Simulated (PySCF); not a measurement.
An unknown is described by computed data only.

Formula: C5H9O2P.

- 13C NMR: chemical shifts (computed TMS as zero) by class: 213.8 (1 C), 38.4 (2 C), 34.1 (2 C) ppm [GIAO PBE0/pcSseg-1]
- Rotational structure: rotational constants A, B, C: 3.171, 1.403, 1.173 GHz [GFN2-xTB]
- UV, strongest line: among the 8 lowest singlet transitions: S6 at 7.03 eV (176 nm, f = 0.025) [TDDFT B3LYP/def2-SVPD]
- Polarisability: 83.2 au [B3LYP/def2-SVPD]
- Triplet: lowest triplet excitation (Tamm–Dancoff): 3.72 eV [TDA B3LYP/def2-SVPD]
- Dipole: 2.42 D [B3LYP/def2-SVPD]
- UV, first state: lowest singlet excitation: 4.28 eV (290 nm, f = 0.000) [TDDFT B3LYP/def2-SVPD]
- NMR, other nuclei: isotropic shieldings of nuclei other than C and H, by class: -355 (1 O), 264 (1 O), 338 (1 P) ppm [GIAO PBE0/pcSseg-1]

Gas-phase values; electronic properties from PySCF, density fitting. Levels stand in brackets. The structure is a single GFN2-xTB conformer in the gas phase; no vibrational or solvent corrections. Each NMR value is the plain mean over a class of atoms that symmetry, rotation or inversion makes alike.

Question: What is the compound? Reason from the data.

Answer: Numbering: `[O:1]=[C:2]1[CH2:3][CH2:4][PH:5](=[O:6])[CH2:7][CH2:8]1`. 5 carbons fall into 3 classes; from least to most shielded: ketone carbonyl carbon [C2] (213.8 ppm), sp3 carbon next to a carbonyl [C3/C8] (38.4 ppm, 2 C), ring sp3 carbon bound to phosphorus [C4/C7] (34.1 ppm, 2 C). The other shieldings belong to: -355 ppm, ketone oxygen [O1]; 264 ppm, phosphoryl oxygen [O6]; 338 ppm, phosphoryl phosphorus [P5]. S1 is mainly HOMO→LUMO (weight 0.97); the largest Löwdin shares of the orbital it empties are 0.57 on the ketone oxygen, 0.12 on the ketone carbonyl carbon and 0.10 on each of 2 atoms of one kind (sp3 carbon next to a carbonyl), of the orbital it fills 0.36 on the ketone carbonyl carbon, 0.33 on the ketone oxygen and 0.06 on each of 2 atoms of one kind (sp3 carbon next to a carbonyl). The optimised geometry has point group Cs and is an asymmetric top. Structure: `C1CC(=O)CC[PH]1=O`. Computed isomers that give other values at the same levels: `C#CC[P@@](C)(=O)CO` (13C chemical shifts (computed TMS as zero) by class: 81.2 (1 C), 79.4 (1 C), 64.6 (1 C), 23.3 (1 C), 12.7 (1 C) ppm); `CC(=O)P1(=O)CCC1` (13C chemical shifts (computed TMS as zero) by class: 227.3 (1 C), 42.4 (2 C), 34.8 (1 C), 12.3 (1 C) ppm); `C#C[P@@](=O)(O)C(C)C` (13C chemical shifts (computed TMS as zero) by class: 94.3 (1 C), 83.9 (1 C), 37.5 (1 C), 17.4 (1 C), 13.8 (1 C) ppm). The assignments are read from this structure; whether some other isomer fits the data as well wasn't checked.
